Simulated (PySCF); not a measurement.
Electron correlation in Ca (calcium, neutral)

[Ar] 3d2, high-spin 3F determinant (an excited configuration). Computed with PySCF 2.14 in x2c-TZVPPall (6s5p3d, 36 functions), with the spin-free X2C one-electron Hamiltonian (Gaussian nucleus). Frozen: [Ar]; 2 electrons correlated.

With two correlated electrons CCSD is exact within the correlated space (frozen core and kept virtual orbitals).

| level | correlation energy (mhartree) |
| --- | --- |
| CCSD | -6.94 |

Diagnostics: T1 = 0.0081, D1 = 0.0114, largest double amplitude 0.121.

Problem. Is a single reference adequate?

Solution. Mostly. T1 lies below 0.03, but a double amplitude of this size points to a near-degeneracy that CCSD handles and MP2 describes poorly.
